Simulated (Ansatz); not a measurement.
System: sum formula HSiO, net charge 1, singlet state. 
Structure (B3LYP-D3(BJ)/def2-TZVP (Ansatz, a program for electronic structure) minimum search):
```xyz
3

O      0.0000     0.0000    -1.0356
Si     0.0000     0.0000     0.4536
H      0.0000     0.0000     1.9347
```
Charge +1, spin multiplicity 1.

Basis-set convergence of Hartree-Fock and MP2 correlation energies (hartree) with Ansatz. Valence correlation only, unless marked. No spin-orbit coupling. No relativistic terms.

The T1 diagnostic of CCSD in the largest basis is 0.029, which is high, so the coupled-cluster rows are less sure than usual.

| basis | functions | E(HF) | E(corr, MP2) |
|---|---|---|---|
| def2-SVP | 37 | -363.84276 | -0.28164 |
| def2-TZVPP | 87 | -364.04851 | -0.34078 |
| def2-QZVPP | 157 | -364.06079 | -0.36573 |

Extrapolating the two largest sets (X = 3 and 4) as X^-3: E(corr) = (64·(-0.36573) - 27·(-0.34078))/37 = -0.3839 Eh, an estimate of the basis-set limit. The largest set recovers 95.3 % of it, the smallest 73.4 %.
